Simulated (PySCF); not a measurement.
## Radial density of C (carbon, neutral)

B3LYP, [He] 2s2 2p2, high-spin 3P determinant. All numbers are calculated (PySCF 2.14, scalar relativity by spin-free X2C-1e, in cc-pVTZ-DK).

| r (bohr) | 4πr²ρ (e/bohr) | 4πr²(ρα − ρβ) |
| --- | --- | --- |
| 0.00499 | 0.03849 | 0.0000 |
| 0.00839 | 0.1044 | 0.0000 |
| 0.0141 | 0.2722 | 0.0000 |
| 0.0238 | 0.6833 | 0.0000 |
| 0.0399 | 1.587 | 0.0003 |
| 0.0672 | 3.247 | 0.0016 |
| 0.113 | 5.348 | 0.0083 |
| 0.190 | 6.188 | 0.0401 |
| 0.320 | 4.090 | 0.1591 |
| 0.538 | 1.698 | 0.5047 |
| 0.905 | 2.088 | 0.9936 |
| 1.52 | 2.115 | 0.9623 |
| 2.56 | 0.7266 | 0.3791 |
| 4.31 | 0.06361 | 0.0447 |
| 7.24 | 0.0001025 | 0.0001 |

Densities and radii are taken from the X2C orbitals without a picture-change correction, which distorts them close to the nucleus.
